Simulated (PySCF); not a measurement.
(E)-2-chloro-1-fluoroprop-1-ene (C₃H₄ClF), SMILES C/C(Cl)=C\F. Atoms are numbered in the order given.

```xyz
9

C     -1.6316    -0.1900     0.0000
C     -0.1596     0.0180     0.0000
Cl     0.3904     1.6645     0.0000
C      0.7621    -0.9471     0.0000
F      0.4151    -2.2322     0.0000
H     -2.0889     0.2736     0.8881
H     -1.8602    -1.2639     0.0000
H     -2.0889     0.2736    -0.8881
H      1.8406    -0.7750     0.0000
```
Charge 0, spin multiplicity 1.

The structure is a stationary point at PBE0-D3(BJ)/def2-SVP.

Two levels are set side by side: PBE/pcSseg-1 (PySCF) and PBE0/pcSseg-1 (PySCF). GIAO shifts against CFCl3 (¹⁹F), HCl (³⁵Cl), TMS (¹H), TMS (¹³C) at the same level; non-relativistic, no solvent, atoms listed together averaged. Without spin–orbit terms, shifts of atoms bonded to Cl or Br come out too high at both levels. Differences are taken from unrounded values.

```tsv
quantity	PBE0
δ(¹³C) of C1 (ppm)	20.5
δ(¹³C) of C2 (ppm)	133.3
δ(³⁵Cl) of Cl3 (ppm)	172.0
δ(¹³C) of C4 (ppm)	156.7
δ(¹⁹F) of F5 (ppm)	-134.5
δ(¹H) of H9 (ppm)	7.23
```

Question: What does PBE give, and how far is it from PBE0? (The exact figures need the calculation; the answer reports its results.)

Answer: 
```
quantity                 PBE  PBE minus PBE0
--------------------  ------  --------------
δ(¹³C) of C1 (ppm)      20.9             0.4
δ(¹³C) of C2 (ppm)     132.1            -1.2
δ(³⁵Cl) of Cl3 (ppm)   197.4            25.4
δ(¹³C) of C4 (ppm)     155.1            -1.7
δ(¹⁹F) of F5 (ppm)    -142.6            -8.1
δ(¹H) of H9 (ppm)       7.22            0.00
```

Rough cost on one machine, each run with all the roots and properties that it gave: PBE0 against PBE within a factor of 2.
